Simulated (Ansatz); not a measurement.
Reaction (ligand exchange at the Si–O bond): `C#C[SiH](Cl)OC` + HCl → `C#C[SiH](Cl)Cl` + CH₃OH

Calculated with Ansatz (gas phase, PBE0-D4/def2-TZVP geometries, no zero-point term in ΔE). CCSD(T)/CBS is the MP2 limit (def2-TZVPP, def2-QZVPP) plus CCSD(T) − MP2 in def2-TZVPP, frozen cores. This one scheme is used for every species. Functionals use def2-TZVPP. B3LYP here is the variant with VWN-RPA as its local correlation; programs differ in this. HSE06 is defined as in plane-wave codes. Each species was taken in one conformer, which may not be the lowest.

`C#C[SiH](Cl)OC`:

Cartesian coordinates in Å:
```
C 1.103 -2.330 0.667
C 0.893 -1.368 -0.027
Si 0.600 0.101 -1.061
Cl -0.814 -0.422 -2.452
O 0.091 1.349 -0.162
C -1.026 1.326 0.705
H 1.290 -3.185 1.278
H 1.820 0.534 -1.758
H -1.957 1.229 0.137
H -0.956 0.499 1.418
H -1.043 2.267 1.254
```

HCl:

```xyz
2

Cl    0.486   -0.232   -0.344
H    -0.486    0.232    0.344
```

`C#C[SiH](Cl)Cl`:

```xyz
7

C    -0.080   -1.992    0.267
C     0.002   -0.799    0.119
Si    0.151    0.990   -0.093
Cl   -0.148    1.459   -2.053
Cl   -1.252    1.920    1.053
H    -0.156   -3.048    0.398
H     1.483    1.469    0.309
```

CH₃OH:

Z-matrix (Å, degrees):
```
C
O 1 1.409
H 1 1.097 2 112.4
H 1 1.090 2 107.0 3 -118.5
H 1 1.097 2 112.4 3 123.0
H 2 0.959 1 108.5 3 -61.6
```

```csv
level,ΔE (kJ/mol),difference from CCSD(T)/CBS
LDA (SPW92),14.8,-0.7
PBE-D4,7.6,-7.9
revPBE-D4,7.9,-7.6
BLYP-D4,17.0,1.5
r2SCAN-D4,13.5,-2.0
B97M-V,14.0,-1.5
PBE0-D4,8.8,-6.7
B3LYP-D4,17.5,2.0
r2SCANh-D4,13.5,-2.0
r2SCAN0-D4,13.5,-2.0
HSE06-D4,8.3,-7.2
BHLYP-D4,19.2,3.7
CAM-B3LYP-D4,21.4,5.9
ωB97X-V,15.4,-0.1
ωB97M-V,15.0,-0.5
B2PLYP,15.8,0.3
PBE-QIDH,11.4,-4.1
PBE,4.8,-10.7
revPBE,1.0,-14.5
BLYP,11.9,-3.6
PBE0,6.3,-9.2
B3LYP,13.6,-1.9
r2SCANh,12.3,-3.2
r2SCAN0,12.3,-3.2
HSE06,6.0,-9.5
BHLYP,17.0,1.5
CAM-B3LYP,18.9,3.4
LC-ωPBE,11.5,-4.0
RPA@PBE/def2-TZVPP,21.1,5.6
HF/def2-SVP,12.2,-3.3
MP2/def2-SVP,15.1,-0.4
CCSD/def2-SVP,15.8,0.3
CCSD(T)/def2-SVP,16.2,0.7
MP2/def2-TZVPP,16.2,0.7
SCS-MP2/def2-TZVPP,18.1,2.6
CCSD/def2-TZVPP,20.1,4.6
HF/def2-QZVPP,20.1,4.6
SCS-MP2/def2-QZVPP,16.0,0.5
HF/CBS(def2),20.2,4.7
CCSD/CBS(def2),15.9,0.4
CCSD(T)/CBS,15.5,0
```

Largest T1 diagnostic among the species: 0.012.

Leaving LDA and LC-ωPBE aside and taking each functional with its dispersion term where it has one, the values spread over 13.9 kJ/mol, from PBE-D4 to CAM-B3LYP-D4. LDA lies +10.0 kJ/mol from PBE without D4. From BLYP to BHLYP (50 % exact exchange), in def2-TZVPP and without D4, ΔE moves by +5.1 kJ/mol. The D4 term adds +3.9 kJ/mol with B3LYP and +2.5 kJ/mol with PBE0; it sums over pairs of atoms, weighted by their polarisabilities, and B3LYP, whose exchange is more repulsive, gets the larger term.
